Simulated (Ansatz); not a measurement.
Reaction (atomization): `[CH3][GeH2][CH](F)F` → 2 C• + 2 F• + Ge• + 6 H•

Computed with Ansatz on PBE0-D4/def2-TZVP structures; ΔE is electronic, products minus reactants. CCSD(T)/CBS is the MP2 limit (def2-TZVPP, def2-QZVPP) plus CCSD(T) − MP2 in def2-TZVPP, frozen cores. This one scheme is used for every species, atoms too. DFT in def2-TZVPP. Open shells (•) are unrestricted, without spin–orbit coupling. Spin–orbit coupling would lower the free atoms: a little for C, F; clearly for Ge. Bonds to Ge are less sure, by a few kJ/mol each and by 10 to 20 or more in all where they break to atoms, as the def2 sets lack core-valence functions. Scalar relativity is left out up to krypton. Each species was taken in one conformer, which may not be the lowest.

`[CH3][GeH2][CH](F)F`:

Cartesian coordinates in Å:
```
C 1.035 -1.157 -0.607
Ge 0.559 0.545 0.211
C -1.434 0.655 0.323
F -1.821 1.767 1.008
F -1.919 -0.429 1.000
H 0.637 -1.219 -1.621
H 0.625 -1.978 -0.018
H 2.119 -1.266 -0.654
H 1.037 1.737 -0.637
H 1.098 0.665 1.644
H -1.938 0.679 -0.650
```

CCSD(T)/CBS gives +914.7 kcal/mol.

Another level gave +895.1 kcal/mol. Which?
A. B2PLYP/def2-TZVPP
B. ωB97X-V/def2-TZVPP
C. PBE0-D4/def2-TZVPP
D. CCSD(T)/def2-TZVPP

D. CCSD(T)/def2-TZVPP 895.1, B2PLYP 902.2, PBE0-D4 912.0, ωB97X-V 917.1 kcal/mol.

Largest T1 diagnostic among the species: 0.012.

From PBE to PBE0 (25 % exact exchange), in def2-TZVPP and without D4, ΔE moves by −17.7 kcal/mol: exact exchange takes away binding that semilocal exchange gives to molecules. The D4 term adds +7.2 kcal/mol with B3LYP and +3.8 kcal/mol with PBE0; it sums over pairs of atoms, weighted by their polarisabilities, and B3LYP, whose exchange is more repulsive, gets the larger term.

B3LYP here is the variant with VWN-RPA as its local correlation; programs differ in this.

For atomizations the MP2-based limit and the directly extrapolated one differ by several kJ/mol either way, and by 10 to 25 for some Ge, Se and Sn compounds, so smaller differences from it don't rank the levels.
